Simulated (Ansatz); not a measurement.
## Counterpoise correction, worked out

The pair of Br⁻ (SMILES [Br-], atom 1) and CH$_{3}$Cl (SMILES CCl, atoms 2–6), both closed shells, in one local arrangement (a lower one may exist), relaxed at PBE0-D4/def2-TZVPD:

Br1  (0.125, -0.008, -2.894)
C2  (-0.018, 0.001, 0.425)
Cl3  (-0.096, 0.006, 2.233)
H4  (0.952, -0.375, 0.121)
H5  (-0.156, 1.016, 0.070)
H6  (-0.806, -0.640, 0.046)
(Å)

Ansatz 0.2.0; basis: def2-TZVPPD; cores frozen in the correlated methods. Filled d shells of the heavier atoms are correlated. The def2 sets are not built for correlating such inner shells, so the correlated values are less sure here.

MP2 total energies in eV:

| system | geometry | basis functions | energy |
| --- | --- | --- | --- |
| pair | pair | all | -83601.66923 |
| Br⁻ | as in the pair | all (partner as ghosts) | -70008.71485 |
| CH$_{3}$Cl | as in the pair | all (partner as ghosts) | -13592.54719 |
| Br⁻ | as in the pair | its own | -70008.67622 |
| CH$_{3}$Cl | as in the pair | its own | -13592.53979 |
| Br⁻ | free (PBE0-D4 minimum) | its own | -70008.67622 |
| CH$_{3}$Cl | free (PBE0-D4 minimum) | its own | -13592.55179 |

**Question.** Work out the interaction energy with and without the counterpoise correction, the superposition error, and the binding energy from the relaxed fragments.

**Answer.** Without correction: -83601.66923 − (-70008.67622) − (-13592.53979) = -0.45322 eV.
With correction (each fragment in the whole basis): -83601.66923 − (-70008.71485) − (-13592.54719) = -0.40719 eV = -9.39 kcal/mol.
The superposition error is the difference, 0.04603 eV, 10 % of the uncorrected value: each fragment borrows its partner's functions.
Deformation from the free shapes: 0.00000 eV for Br⁻ and 0.01200 eV for CH$_{3}$Cl.
Binding energy from relaxed fragments: -0.40719 + 0.00000 + 0.01200 = -0.39519 eV = -9.11 kcal/mol (electronic, without zero-point energy; negative means bound). For comparison, the corrected interaction energy by CCSD(T) at an estimated basis limit (MP2 extrapolated from triple and quadruple zeta, plus CCSD(T) − MP2 in triple zeta) is -0.431 eV.

No T1 diagnostic of these runs exceeds 0.009.

For scale, one of the runs: CCSD(T)/def2-TZVPPD, 196 basis functions, launched by `ansatz run in.yaml --threads 4 --pin off --events-out ev --progress --plain --max-ram 9574MiB`. The run took 18 s on 4 CPU threads of an AMD EPYC 9R45 (shared host), with 2.3 GiB of host memory at its peak.
